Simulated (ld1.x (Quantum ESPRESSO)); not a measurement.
## PBE PAW dataset for bromine (Br), scalar-relativistic all-electron reference.

- Element: Br (Z = 35)
- Generator: ld1.x (Quantum ESPRESSO) 7.5
- Type: PAW
- Functional: PBE
- Relativity: scalar-relativistic
- Frozen core: [Ar]
- Valence charge: 17
- Reference configuration: 3d10 4s2 4p5
- Partial waves: 4s (bound): rcut 1.56, rcutus 1.86 bohr; 4s channel at 1.85 Ry: rcut 1.56, rcutus 1.86 bohr; 4p (bound): rcut 1.22, rcutus 1.56 bohr; 4p channel at 1.9 Ry: rcut 1.22, rcutus 1.56 bohr; 3d (bound): rcut 1.04, rcutus 1.40 bohr; 3d channel at -1.2 Ry: rcut 1.04, rcutus 1.40 bohr
- Local potential: all-electron potential smoothed inside 1.40 bohr (lloc = -1)
- Core correction: Bessel-smoothed model core inside 0.85 bohr
- Augmentation charge: PSQ, inside the norm-conserving radii

Poles of the logarithmic derivatives, all-electron (AE) and pseudo (PS). s: poles at 0.2 (AE) and 0.2 (PS) Ry. p: poles at 1.8 (AE) and 1.8 (PS) Ry. d: poles at -4.9, 4.6 (AE) and -4.9, 4.9 (PS) Ry. Test radius 2.04 bohr.

- Cutoffs needed: 55 Ry and 100 Ry (the cutoffs (Ry, on a coarse ladder) from which the occupation-weighted sum of valence levels, in a spherical-Bessel basis at the reference potential, stays within 10 and 1 mRy of its value at 400 Ry)
- Ghost test: no extra level below or beside the all-electron valence levels (s, p, d, f tested) (spherical-Bessel basis up to 400 Ry, 20 bohr box)
- Largest excitation error: -502 meV (all-electron minus pseudo) for 3d9 4s2 4p5, out of 7 test configurations
- Lowest eigenvalue of the overlap operator: 0.37 (s channel)
- Density cutoff estimated by the generator: 376 Ry
